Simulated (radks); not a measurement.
Values are calculated unless marked as measured or tabulated.
Effect of the nuclear size on neutral magnesium, [Ne] 3s2. Level of theory: Dirac Kohn-Sham, LDA (Slater exchange, Perdew-Wang correlation), spin-unpolarised, spherical densities, finite nucleus; Fermi nuclear charge, rms radius 3.057 fm (a radial shooting solver on a logarithmic mesh with Libxc functionals). The rms radius is varied about that value; shifts are against it.

[
 {"rms radius (fm)": "2.4792", "total energy shift (eV)": "-0.000897", "density at nucleus (e/bohr^3)": "1151", "1s1/2 shift (meV)": "-0.372"},
 {"rms radius (fm)": "2.8308", "total energy shift (eV)": "-0.000373", "density at nucleus (e/bohr^3)": "1150", "1s1/2 shift (meV)": "-0.155"},
 {"rms radius (fm)": "3.057", "total energy shift (eV)": "0", "density at nucleus (e/bohr^3)": "1149", "1s1/2 shift (meV)": "0.000"},
 {"rms radius (fm)": "3.3474", "total energy shift (eV)": "0.000520", "density at nucleus (e/bohr^3)": "1148", "1s1/2 shift (meV)": "0.216"},
 {"rms radius (fm)": "3.4819", "total energy shift (eV)": "0.000777", "density at nucleus (e/bohr^3)": "1147", "1s1/2 shift (meV)": "0.322"}
]

Slopes of the eigenvalues against <r^2> in GHz/fm^2, as finite differences over the two radii next to the reference (eigenvalue slopes, not the field-shift constants of lines): 1s1/2 28.1.
